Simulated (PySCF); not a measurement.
## Correlation energy of Br⁺ (bromine, charge +1)

[Ar] 3d10 4s2 4p3 5s1, high-spin 5S determinant (an excited configuration). Calculation: PySCF 2.14, in aug-cc-pVTZ-DK (7s6p4d2f, 59 functions); scalar relativity by spin-free X2C-1e. Frozen: [Ar] 3d10; 6 electrons correlated.

```csv
level,correlation energy (mhartree)
CCSD,-108.06
(T),-3.48
CCSD(T),-111.54
```

Diagnostics: T1 = 0.0090, D1 = 0.0311, largest double amplitude 0.039.

Is a single reference adequate?

Yes, within this model without spin-orbit coupling: T1 lies below 0.03 and no double amplitude reaches 0.07.
